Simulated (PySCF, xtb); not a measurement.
1-bromo-2,2-dichloro-1-fluoroethene (C2BrCl2F), SMILES FC(Br)=C(Cl)Cl.

xtb with GFN2-xTB at its own geometry gives an orbital gap of 3.78 eV and a dipole moment of 2.03 D.

Geometry: PBE0-D3(BJ)/def2-SVP.

### Question
What does PBE/def2-TZVP (PySCF) give? (The exact figures need the calculation; the answer reports its results.)

### Answer
gap 4.33 eV (levels -6.06 and -1.72 eV), dipole 0.49 D.
